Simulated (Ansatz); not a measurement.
Reaction (SMILES): Oc1cc[se]c1 [selenophen-3-ol] + 8 [H][H] (H2) → 4 C (CH4) + O (H2O) + [SeH2] (H2Se)
Structures are relaxed separately at B3LYP-D3(BJ)/def2-TZVP in Ansatz (a quantum-chemistry and plane-wave program), one conformer each, not searched for the lowest. Unstable Hartree-Fock reference: Oc1cc[se]c1.

Quantity: energy of full hydrogenation (electronic energy difference), in kcal/mol. Correlated levels leave the core frozen unless marked. Spin-orbit coupling is left out. The frozen core is the preceding noble-gas configuration, with the filled d and f shells of earlier blocks. No relativistic terms. CBS marks a two-point X^-3 extrapolation of the correlation energy; Hartree-Fock from the larger set.

CCSD(T)/CBS(cc-pVTZ,cc-pVQZ) (Ansatz) gives -160.5 kcal/mol.

Problem. Another calculation gave -151.3 kcal/mol. Which level was it?
A. r2SCAN/def2-TZVPD (Ansatz)
B. PBE-QIDH/def2-TZVPD (Ansatz)
C. B2GP-PLYP/def2-TZVPD (Ansatz)
D. revPBE/def2-TZVPD (Ansatz)

Solution. D, revPBE/def2-TZVPD (Ansatz). The others give -159.7 (B2GP-PLYP), -157.0 (r2SCAN), -165.1 (PBE-QIDH) kcal/mol.
